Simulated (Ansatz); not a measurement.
The same group exchange along the group B, Al, Ga.

Computed with Ansatz on PBE0-D4/def2-TZVP structures; ΔE is electronic, products minus reactants. CBS: MP2 limit from def2 TZ/QZ plus the TZ coupled-cluster correction, frozen cores. This one scheme is used for every species. DFT in def2-TZVPP. B3LYP here is the variant with VWN-RPA as its local correlation; programs differ in this. For Ga outer-core shells are correlated without core-valence functions, which leaves a few kJ/mol of doubt a bond. Scalar relativity is left out up to krypton. Each species was taken in one conformer, which may not be the lowest.

| reaction | B3LYP-D4 (kJ/mol) |
| --- | --- |
| `COB(O)Cl` + `CCC(CC)CC` → `CCC(C)(CC)CC` + `OB(O)Cl` | -48 |
| `C[O][Al]([OH])[Cl]` + `CCC(CC)CC` → `CCC(C)(CC)CC` + `[OH][Al]([OH])[Cl]` | -53 |
| `C[O][Ga]([OH])[Cl]` + `CCC(CC)CC` → `CCC(C)(CC)CC` + `[OH][Ga]([OH])[Cl]` | -54 |

(1) Give the CCSD(T)/CBS values in the same order. (An estimate is asked.)

Largest T1 diagnostic: 0.013, for `C[O][Ga]([OH])[Cl]`.

Answers

(1) The calculation gave: -61, -69, -68 kJ/mol.
